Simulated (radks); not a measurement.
Results of a calculation; reference values are marked as such.
The tin anion Sn4-, [Xe], held by a Watson sphere: a shell of charge +4 at radius R that stands for the Madelung well of a crystal (potential energy -4/R inside, -4/r outside, in hartree with lengths in bohr). Level of theory: scalar-relativistic Kohn-Sham, LB94 model potential, spin-polarised, spherical densities, point nucleus (a radial shooting solver on a logarithmic mesh with Libxc functionals). Response by self-consistent Sternheimer equations with the Hartree and adiabatic LDA kernel, the relativistic mass of each level held fixed and spin-orbit coupling left out. The sphere does not respond.

\begin{tabular}{lrrrrrrr}
R (bohr) & e(4d) (eV) & e(5s) (eV) & e(5p) (eV) & <r> 5p (bohr) & sum of <r^2> (bohr^2) & X-ray form factor at sin(theta)/lambda = 0.1 1/angstrom & alpha (bohr^3) \\ \hline
2.42 & -33.412 & -18.614 & -10.959 & 2.818 & 89.97 & 48.619 & 50.25 \\
2.47 & -33.126 & -18.389 & -10.840 & 2.843 & 91.07 & 48.574 & 51.98 \\
2.59 & -32.513 & -17.863 & -10.548 & 2.904 & 93.79 & 48.467 & 56.47 \\
2.9 & -31.294 & -16.613 & -9.787 & 3.065 & 101.2 & 48.197 & 70.47 \\
3.26 & -30.315 & -15.370 & -8.933 & 3.254 & 110.3 & 47.900 & 91.62 \\
4.8 & -28.117 & -12.081 & -6.094 & 4.066 & 155.0 & 46.975 & 270.3 \\
\end{tabular}
